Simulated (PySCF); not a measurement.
WO⁺: from constants to spectrum

ROHF-CCSD(T) constants of WO⁺, ⁴Σ⁻ (quartet), unpaired electrons σ ↑, δ ↑↑ (PySCF, scalar-relativistic core potentials, basis sets W def2-TZVPPD with ECP60, O def2-TZVPPD; masses 183.9509 and 15.9949 u):

| Quantity | Value |
| --- | --- |
| ωe | 1071.1 cm⁻¹ |
| ωexe | 4.07 cm⁻¹ |
| Be | 0.41854 cm⁻¹ |
| αe | 0.00203 cm⁻¹ |

(1) What force constant and bond length do these constants imply?

(2) Estimate the centrifugal constant D from the Kratzer relation and find the Dunham coefficient a1.

Correlated steps freeze 1 core orbital. De is left out where the level can put another filling of the metal’s s and d shells below the measured ground configuration, by anything from nothing to about 1 eV. Spin–orbit coupling is left out, which matters for elements this heavy, above all for dissociation energies. The state is the lowest single determinant that the PBE0 search found; with open d or f shells the true ground state can be another one.

Results:

(1) Reduced mass μred = 14.715 u; k = 5.8918×10⁻⁷·μred·ωe² (u, cm⁻¹, mdyn/Å) = 9.95 mdyn/Å; Re = √(16.8576/(μred·Be)) (u, cm⁻¹, Å) = 1.654 Å.

(2) D = 4Be³/ωe² = 2.56e-07 cm⁻¹; a1 = −1 − αeωe/(6Be²) = -3.07.
